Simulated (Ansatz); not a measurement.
Born–Oppenheimer molecular dynamics of ClH$_{5}$SSn (8 atoms, charge 0, multiplicity 1). It starts at the highest image of a converged band, a first-order saddle point between two minima.

Computed with RKS PBE-D4/def2-SVP (Ansatz).

```
ensemble                      : NVE (velocity Verlet)
time step                     : 0.5 fs
steps asked                   : 200
starting velocities drawn for : 300 K
seed                          : 7024
```

First frame:

```xyz
8
Properties=species:S:1:pos:R:3
Sn -0.261 0.058 -0.230
Cl -0.201 0.462 2.507
H 1.229 -0.749 0.106
H -0.218 1.746 -0.548
H -0.903 -0.784 -1.621
S -2.761 -0.216 0.854
H -2.598 -1.549 1.089
H -1.788 0.159 1.992
```

Q: How far do the bonds stretch over the last three quarters of this one trajectory? (Pairs bonded in most of those frames.)

A: 
```csv
bond,mean (Å),spread (Å),shortest,longest
Sn1–Cl2,2.453,0.209,2.19,2.78
Sn1–H3,1.737,0.018,1.71,1.77
Sn1–H4,1.721,0.015,1.70,1.75
Sn1–H5,1.728,0.013,1.71,1.75
S6–H7,1.362,0.007,1.35,1.37
S6–H8,1.374,0.020,1.34,1.42
```

Pairs bonded in part of these frames only: Sn1–S6 16 %.

Mean temperature of the second half: 916 K. The conserved energy stayed within 0.02 meV per atom of its start (net change 0.0034 meV per atom), so the integration is sound. The kinetic energy rose, since the run started high on the potential surface and went downhill. It ends in pieces (ClH3Sn + H2S), so much of that is their flight and rotation, not heat. A run of 0.1 ps of so small a system gives no equilibrium averages. The orbitals stay closed-shell, which can raise the energy where a bond breaks towards radicals; this wasn't checked here.

The run took 4.5 min on 2 threads of Arm Neoverse V1, on a shared host, peak memory 0.14 GiB.
